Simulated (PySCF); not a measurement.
1-methyl-2-(1-methylpyrrol-2-yl)pyrrole (C₁₀H₁₂N₂), SMILES Cn1cccc1-c1cccn1C.

Coordinates come from a B3LYP-D3(BJ)/def2-SVP optimisation. The values are those of a single conformer.

These are TDA-PBE/def2-SVP in PySCF values and carry that method's errors.

Vertical excitations. Gas-phase values at a fixed geometry. State labels are in the subgroup C2.

```json
[
 {"state": "S1", "symmetry": "B", "energy (eV)": "4.79", "λ (nm)": "259", "f": "0.521", "main pairs": "HOMO→LUMO 89 %"},
 {"state": "S2", "symmetry": "A", "energy (eV)": "5.06", "λ (nm)": "245", "f": "0.000", "main pairs": "HOMO→LUMO+1 55 %, HOMO−3→LUMO 23 %, HOMO−2→LUMO 21 %"},
 {"state": "S3", "symmetry": "B", "energy (eV)": "5.28", "λ (nm)": "235", "f": "0.004", "main pairs": "HOMO−1→LUMO 56 %, HOMO→LUMO+2 40 %"},
 {"state": "S4", "symmetry": "A", "energy (eV)": "5.48", "λ (nm)": "226", "f": "0.005", "main pairs": "HOMO−2→LUMO 56 %, HOMO−3→LUMO 16 %, HOMO−1→LUMO+1 9 %"},
 {"state": "S5", "symmetry": "B", "energy (eV)": "5.50", "λ (nm)": "225", "f": "0.023", "main pairs": "HOMO→LUMO+3 62 %, HOMO→LUMO+2 21 %, HOMO−1→LUMO 13 %"},
 {"state": "S6", "symmetry": "A", "energy (eV)": "5.67", "λ (nm)": "219", "f": "0.004", "main pairs": "HOMO→LUMO+4 86 %"},
 {"state": "T1", "symmetry": "B", "energy (eV)": "3.43", "λ (nm)": "362", "f": "0", "main pairs": "HOMO→LUMO 98 %"},
 {"state": "T2", "symmetry": "A", "energy (eV)": "4.43", "λ (nm)": "280", "f": "0", "main pairs": "HOMO→LUMO+1 65 %, HOMO−3→LUMO 31 %"}
]
```
Triplets are in the Tamm–Dancoff approximation.
